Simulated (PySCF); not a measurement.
Simulation results for Al2H2NO, BH6Si2, CH3BClSi

Computed with PySCF 2.14.0. Calculation on a computer-drawn molecule: the log of a Hartree-Fock and frozen-core CCSD(T) single point meant for a local Hartree-Fock minimum, with one planted fault or none, to be diagnosed. Offsets are logged minus clean, where the clean run is the same molecule without the fault. The reference is restricted for singlets and unrestricted otherwise, and also for a bond in bohr or an excited solution. Adding or removing an electron swaps singlet and doublet. The excited solution moves the top pair (singlet) or top alpha electron (doublet) to the lowest empty orbital. Highest occupied and lowest empty are orbital energies over both spins, largest force is the largest gradient component, triples share is (T) over the correlation energy, the T1 limit is 0.02 restricted and 0.045 unrestricted, electrons count all cores, a negative frequency is imaginary (commonest isotopes), and the dipole is about the centre of nuclear charge.

Common to all runs: meant basis cc-pV(D+d)Z; logged SCF converged yes; logged CC converged yes; logged SCF stable within its kind yes; possible faults no fault, one electron removed, one electron added, multiplicity raised by two, geometry at a saddle point, SCF held on an excited solution, minimal basis STO-3G, one bond length entered in bohr, all coordinates scaled.

```json
{"entry": 1, "formula": "Al2H2NO", "logged_structure": {"atoms_angstrom": [["O", -0.3499, 2.5643, 1.4615], ["Al", 0.1031, 1.1178, 1.0673], ["N", 0.624, -0.4397, 0.2965], ["Al", 0.9237, -0.9524, -1.3247], ["H", 0.769, -1.1688, 0.9906], ["H", 1.1836, -1.382, -2.7784]]}, "given": {"meant_charge": 1, "meant_multiplicity": 1, "logged_electrons": 43, "logged_basis_functions": 84, "logged_spin_squared": 0.7532, "logged_highest_occupied [eV]": -5.8891, "logged_lowest_empty [eV]": 0.12686, "logged_largest_force [hartree/bohr]": 0.065829, "logged_T1_diagnostic": 0.083931, "logged_D1_diagnostic": 0.49121, "logged_triples_share": 0.035435, "logged_dipole_magnitude [debye]": 8.8316, "logged_energy_HF [hartree]": -614.25902, "logged_energy_CCSD(T) [hartree]": -614.76661, "drawn_bonds_atom": [1, 2, 3, 3, 4], "drawn_bonds_other_atom": [2, 3, 4, 5, 6], "drawn_bonds_order": [2, 1, 1, 1, 1]}, "results": {"planted_fault": "one electron added", "HF_energy_offset_from_clean_run [kcal/mol]": -123.1, "CCSD(T)_energy_offset_from_clean_run [kcal/mol]": -127.5}, "notes": ["T1 above single-reference limit"]}
{"entry": 2, "formula": "Al2H2NO", "logged_structure": {"atoms_angstrom": [["O", 1.066, -4.2651, 1.0024], ["Al", -0.0022, -3.1874, 0.5776], ["N", -1.1965, -1.9836, 0.1112], ["Al", -2.4373, -1.0889, 1.0719], ["H", -1.1948, -1.743, -0.8717], ["H", -3.3509, -0.0601, 0.2783]]}, "given": {"meant_charge": 0, "meant_multiplicity": 2, "logged_electrons": 42, "logged_basis_functions": 84, "logged_spin_squared": 0.0, "logged_highest_occupied [eV]": -14.224, "logged_lowest_empty [eV]": -7.6913, "logged_largest_force [hartree/bohr]": 0.064671, "logged_T1_diagnostic": 0.032082, "logged_D1_diagnostic": 0.082156, "logged_triples_share": 0.037345, "logged_dipole_magnitude [debye]": 14.63, "logged_energy_HF [hartree]": -614.02271, "logged_energy_CCSD(T) [hartree]": -614.52803, "drawn_bonds_atom": [1, 2, 3, 3, 4], "drawn_bonds_other_atom": [2, 3, 4, 5, 6], "drawn_bonds_order": [2, 1, 1, 1, 1]}, "results": {"planted_fault": "one electron removed", "HF_energy_offset_from_clean_run [kcal/mol]": 192.2, "CCSD(T)_energy_offset_from_clean_run [kcal/mol]": 189.3}, "notes": ["T1 above single-reference limit"]}
{"entry": 3, "formula": "Al2H2NO", "logged_structure": {"atoms_angstrom": [["O", 1.163, -4.6532, 1.0936], ["Al", -0.0024, -3.4775, 0.6302], ["N", -1.3054, -2.1641, 0.1214], ["Al", -2.6591, -1.1879, 1.1695], ["H", -1.3035, -1.9016, -0.951], ["H", -3.6558, -0.0656, 0.3036]]}, "given": {"meant_charge": 0, "meant_multiplicity": 2, "logged_electrons": 43, "logged_basis_functions": 84, "logged_spin_squared": 0.7599, "logged_highest_occupied [eV]": -9.2273, "logged_lowest_empty [eV]": 0.064238, "logged_largest_force [hartree/bohr]": 0.065606, "logged_T1_diagnostic": 0.032647, "logged_D1_diagnostic": 0.081029, "logged_triples_share": 0.041995, "logged_dipole_magnitude [debye]": 6.453, "logged_energy_HF [hartree]": -614.28388, "logged_energy_CCSD(T) [hartree]": -614.80687, "drawn_bonds_atom": [1, 2, 3, 3, 4], "drawn_bonds_other_atom": [2, 3, 4, 5, 6], "drawn_bonds_order": [2, 1, 1, 1, 1]}, "results": {"planted_fault": "all coordinates scaled, by +9.1 %", "HF_energy_offset_from_clean_run [kcal/mol]": 28.31, "CCSD(T)_energy_offset_from_clean_run [kcal/mol]": 14.35}}
{"entry": 4, "formula": "BH6Si2", "logged_structure": {"atoms_angstrom": [["Si", 1.6471, -2.6203, 0.602], ["B", 2.0616, -2.0308, -1.2682], ["Si", 1.1782, -0.3945, -2.18], ["H", 0.5498, -3.5429, 0.9177], ["H", 2.3528, -2.0907, 1.7751], ["H", 2.8681, -2.6816, -1.863], ["H", 2.3001, 0.5025, -2.5148], ["H", 0.2193, 0.2577, -1.2671], ["H", 0.5023, -0.9441, -3.37]]}, "given": {"meant_charge": 1, "meant_multiplicity": 1, "logged_electrons": 38, "logged_basis_functions": 29, "logged_spin_squared": 0.0, "logged_highest_occupied [eV]": -14.417, "logged_lowest_empty [eV]": -2.4668, "logged_largest_force [hartree/bohr]": 0.022283, "logged_T1_diagnostic": 0.011917, "logged_D1_diagnostic": 0.038279, "logged_triples_share": 0.01238, "logged_dipole_magnitude [debye]": 5.8041, "logged_energy_HF [hartree]": -598.82992, "logged_energy_CCSD(T) [hartree]": -598.98753, "drawn_bonds_atom": [1, 2, 1, 1, 2, 3, 3, 3], "drawn_bonds_other_atom": [2, 3, 4, 5, 6, 7, 8, 9], "drawn_bonds_order": [1, 1, 1, 1, 1, 1, 1, 1]}, "results": {"planted_fault": "minimal basis STO-3G", "HF_energy_offset_from_clean_run [kcal/mol]": 4321, "CCSD(T)_energy_offset_from_clean_run [kcal/mol]": 4427}}
{"entry": 5, "formula": "BH6Si2", "logged_structure": {"atoms_angstrom": [["Si", 1.6471, -2.6203, 0.602], ["B", 2.0616, -2.0308, -1.2682], ["Si", 1.1782, -0.3945, -2.18], ["H", 0.5498, -3.5429, 0.9177], ["H", 2.3528, -2.0907, 1.7751], ["H", 2.8681, -2.6816, -1.863], ["H", 2.3001, 0.5025, -2.5148], ["H", 0.2193, 0.2577, -1.2671], ["H", 0.5023, -0.9441, -3.37]]}, "given": {"meant_charge": 1, "meant_multiplicity": 1, "logged_electrons": 38, "logged_basis_functions": 90, "logged_spin_squared": 2.0274, "logged_highest_occupied [eV]": -12.773, "logged_lowest_empty [eV]": -7.9997, "logged_largest_force [hartree/bohr]": 0.050633, "logged_T1_diagnostic": 0.023117, "logged_D1_diagnostic": 0.095731, "logged_triples_share": 0.027204, "logged_dipole_magnitude [debye]": 1.7493, "logged_energy_HF [hartree]": -605.60697, "logged_energy_CCSD(T) [hartree]": -605.92468, "drawn_bonds_atom": [1, 2, 1, 1, 2, 3, 3, 3], "drawn_bonds_other_atom": [2, 3, 4, 5, 6, 7, 8, 9], "drawn_bonds_order": [1, 1, 1, 1, 1, 1, 1, 1]}, "results": {"planted_fault": "multiplicity raised by two", "HF_energy_offset_from_clean_run [kcal/mol]": 68.31, "CCSD(T)_energy_offset_from_clean_run [kcal/mol]": 73.94}}
{"entry": 6, "formula": "CH3BClSi", "logged_structure": {"atoms_angstrom": [["Si", -0.5974, -2.7665, -0.5536], ["C", 1.003, -2.3268, -0.0439], ["B", 1.3455, -1.9989, 1.3], ["Cl", 1.7267, -1.6231, 2.8557], ["H", -0.8854, -3.0918, -1.9476], ["H", -1.6993, -2.8218, 0.4063], ["H", 1.8018, -2.2951, -0.7836]]}, "given": {"meant_charge": 1, "meant_multiplicity": 1, "logged_electrons": 45, "logged_basis_functions": 89, "logged_spin_squared": 0.8505, "logged_highest_occupied [eV]": -6.0309, "logged_lowest_empty [eV]": 2.2843, "logged_largest_force [hartree/bohr]": 0.051593, "logged_T1_diagnostic": 0.022329, "logged_D1_diagnostic": 0.085218, "logged_triples_share": 0.034196, "logged_dipole_magnitude [debye]": 1.6866, "logged_energy_HF [hartree]": -812.67681, "logged_energy_CCSD(T) [hartree]": -813.16979, "drawn_bonds_atom": [1, 2, 3, 1, 1, 2], "drawn_bonds_other_atom": [2, 3, 4, 5, 6, 7], "drawn_bonds_order": [1, 2, 1, 1, 1, 1]}, "results": {}}
```

To be estimated
1. Give the missing planted fault for CH3BClSi (entry 6).

Answers
1. one electron added

Further results for CH3BClSi (entry 6):

- HF energy offset from clean run: -120.8 kcal/mol
- CCSD(T) energy offset from clean run: -129.3 kcal/mol
